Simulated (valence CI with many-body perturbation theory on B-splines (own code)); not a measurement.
**Energy levels of Ag¹⁵⁺**

Method: configuration interaction combined with many-body perturbation theory (CI+MBPT): four valence electrons over a frozen Dirac-Fock core [Ar] 3d10, radial functions for each j: 11 s, 11 p, 10 d, 8 f, 5 g, 2 h, with the one-electron correlation potential Σ1, the two-electron term Σ2, the three-electron term Σ3, Breit, model QED; selected CI, second order for the rest, scaled by the run's own slope (own B-spline code, finite nucleus).

No measured spectrum was set against this ion. As an estimate, levels hold to about 250 cm⁻¹ or 0.2 % of their energy and the worst to 1 %, as in measured heavy ions of charge 2 to 7; those with d or f electrons hold less well. Among the levels kept, up to 490 cm⁻¹ of a level comes from second order outside the variational space, and about a tenth of that is noise between levels of different J, which matters for small intervals.

Levels 46 to 90 of 184, with energies above the lowest level, 4s2.4p2 3P_0. "Leading %" is the weight of the configuration and term that name the level; weights of strongly mixed levels are sums over their largest components and can fall short. In the jj column 3d3/2^4 stands for four electrons in 3d with j = 3/2. Lifetimes count E1, E2, E3, M1 and M2 decay at the calculated energies, and are blank where another channel may lead or the interval is too uncertain; long ones can be off by a factor of two.

```tsv
No.	Configuration	Term	J	E (cm⁻¹)	Leading %	Leading jj	Lifetime	Second component
46	4s.4p2.4d	5P	3	902650	62	4s 4p1/2 4p3/2 4d5/2 (47 %)	7.88 ps	21 % 4s.4p2.4d 5D
47	4s.4p2.4d	5P	2	908780	79	4s 4p1/2 4p3/2 4d3/2 (49 %)	6.16 ps	7 % 4s.4p2.4d 5D
48	4s.4p2.4d	5P	1	912130	80	4s 4p1/2 4p3/2 4d3/2 (58 %)	6.20 ps	9 % 4s.4p2.4d 3P
49	4s.4p2.4d	3F	4	917370	51	4s 4p3/2^2 4d5/2 (64 %)	229 ps	24 % 4s.4p2.4d 5D
50	4s.4p2.4d	3P	1	921390	47	4s 4p1/2 4p3/2 4d5/2 (36 %)	10.3 ps	15 % 4s.4p2.4d 3D
51	4s.4p2.4d	3G	3	924770	76	4s 4p1/2 4p3/2 4d3/2 (79 %)	80.3 ps	13 % 4s.4p2.4d 1F
52	4s.4p2.4d	3F	2	935960	44	4s 4p1/2 4p3/2 4d3/2 (26 %)	14.9 ps	21 % 4s.4p2.4d 3D
53	4s.4p2.4d	3G	4	938100	76	4s 4p1/2 4p3/2 4d5/2 (55 %)	75.8 ps	14 % 4s.4p2.4d 3F
54	4s.4p2.4d	3P	0	947600	74	4s 4p3/2^2 4d5/2 (42 %)	11.6 ps	13 % 4p4 3P
55	4s.4p2.4d	3D	3	952310	48	4s 4p1/2 4p3/2 4d5/2 (61 %)	18.0 ps	31 % 4s.4p2.4d 1F
56	4s.4p2.4d	3G	5	954180	84	4s 4p3/2^2 4d5/2 (65 %)	147 ps	12 % 4s.4p2.4d 5F
57	4s.4p2.4d	3D	1	955520	61	4s 4p1/2 4p3/2 4d5/2 (34 %)	17.4 ps	22 % 4s.4p2.4d 3P
58	4s.4p2.4d	1G	4	960940	65	4s 4p1/2 4p3/2 4d5/2 (54 %)	45.4 ps	22 % 4s.4p2.4d 3F
59	4s.4p2.4d	3D	3	960970	41	4s 4p1/2 4p3/2 4d5/2 (51 %)	9.09 ps	18 % 4s.4p2.4d 1F
60	4s.4p2.4d	3D	1	967050	72	4s 4p1/2 4p3/2 4d3/2 (79 %)	9.97 ps	22 % 4s.4p2.4d 1P
61	4s.4p2.4d	3D	2	970750	58	4s 4p3/2^2 4d3/2 (49 %)	8.11 ps	13 % 4s.4p2.4d 3F
62	4s.4p2.4d	3D	1	974890	71	4s 4p1/2 4p3/2 4d5/2 (42 %)	7.90 ps	17 % 4s.4p2.4d 1P
63	4s.4p2.4d	3F	3	979580	49	4s 4p1/2 4p3/2 4d5/2 (52 %)	10.5 ps	32 % 4s.4p2.4d 3D
64	4s.4p2.4d	3D	2	981080	68	4s 4p1/2 4p3/2 4d5/2 (46 %)	10.1 ps	16 % 4s.4p2.4d 3F
65	4s.4p2.4d	3P	0	981310	89	4s 4p1/2 4p3/2 4d5/2 (44 %)	7.57 ps	7 % 4s2.4d2 3P
66	4s.4p2.4d	3F	2	987750	45	4s 4p1/2 4p3/2 4d3/2 (37 %)	6.33 ps	28 % 4s.4p2.4d 3D
67	4s.4p2.4d	3P	1	987830	56	4s 4p1/2 4p3/2 4d5/2 (79 %)	8.73 ps	25 % 4s.4p2.4d 3S
68	4s.4p2.4d	3F	3	990610	42	4s 4p3/2^2 4d3/2 (26 %)	5.36 ps	17 % 4s.4p2.4d 3D
69	4s.4p2.4d	3D	2	993530	46	4s 4p1/2 4p3/2 4d5/2 (45 %)	8.25 ps	11 % 4s.4p2.4d 3F
70	4s.4p2.4d	3P	1	1003200	29	4s 4p3/2^2 4d3/2 (42 %)	7.60 ps	21 % 4s.4p2.4d 3S
71	4s.4p2.4d	3P	2	1005900	52	4s 4p3/2^2 4d5/2 (26 %)	7.30 ps	20 % 4s.4p2.4d 3D
72	4s.4p2.4d	3F	4	1007200	77	4s 4p3/2^2 4d3/2 (59 %)	4.79 ps	9 % 4s.4p2.4d 1G
73	4s.4p2.4d	3D	3	1011200	57	4s 4p3/2^2 4d5/2 (70 %)	20.1 ps	10 % 4s.4p2.4d 3F
74	4s.4p2.4d	3S	1	1019400	41	4s 4p3/2^2 4d5/2 (64 %)	9.63 ps	32 % 4s.4p2.4d 1P
75	4s.4p2.4d	3F	4	1026300	77	4s 4p3/2^2 4d5/2 (75 %)	23.3 ps	7 % 4s2.4p.4f 3F
76	4s.4p2.4d	3D	3	1034500	68	4s 4p3/2^2 4d5/2 (69 %)	10.1 ps	17 % 4s.4p2.4d 3F
77	4s.4p2.4d	1D	2	1038300	42	4s 4p3/2^2 4d5/2 (36 %)	6.32 ps	10 % 4s2.4d2 1D
78	4s.4p2.4d	1S	0	1045300	51	4s 4p1/2 4p3/2 4d3/2 (36 %)	5.26 ps	26 % 4s.4p2.4d 3P
79	4s.4p2.4d	3D	3	1046100	61	4s 4p3/2^2 4d5/2 (52 %)	7.58 ps	12 % 4s.4p2.4d 3F
80	4s.4p2.4d	3D	2	1049000	63	4s 4p3/2^2 4d3/2 (47 %)	5.91 ps	18 % 4s.4p2.4d 3F
81	4s.4p2.4d	3D	1	1050000	84	4s 4p3/2^2 4d3/2 (68 %)	6.31 ps	10 % 4s2.4p.4f 3D
82	4s.4p2.4d	1D	2	1060700	70	4s 4p3/2^2 4d5/2 (65 %)	19.0 ps	12 % 4s.4p2.4d 3D
83	4s.4p2.4d	1P	1	1061300	50	4s 4p1/2 4p3/2 4d3/2 (40 %)	4.44 ps	32 % 4s.4p2.4d 3P
84	4s.4p2.4d	3P	2	1073600	56	4s 4p3/2^2 4d3/2 (30 %)	4.27 ps	15 % 4s.4p2.4d 1D
85	4s.4p2.4d	1F	3	1079200	54	4s 4p3/2^2 4d3/2 (28 %)	4.82 ps	28 % 4s2.4p.4f 1F
86	4s.4p2.4d	3P	1	1099300	54	4s 4p3/2^2 4d5/2 (56 %)	4.21 ps	38 % 4s.4p2.4d 1P
87	4s.4p2.4d	3P	0	1099400	64	4s 4p3/2^2 4d3/2 (58 %)	3.82 ps	16 % 4s.4p2.4d 1S
88	4s.4p2.4d	1D	2	1120000	41	4s 4p3/2^2 4d5/2 (41 %)	4.78 ps	14 % 4s2.4p.4f 1D
89	4s2.4p.4f	1G	4	1123600	28	4s^2 4p1/2 4f7/2 (70 %)	15.5 ps	26 % 4s2.4p.4f 3G
90	4s2.4p.4f	3G	3	1127300	44	4s^2 4p1/2 4f5/2 (48 %)	7.77 ps	30 % 4s2.4p.4f 3F
```

Names give the largest LS component (configuration and term), which can be under half, so a name can repeat, a term be missing and a line seem to break the LS rules; names also repeat where a configuration has a term twice.
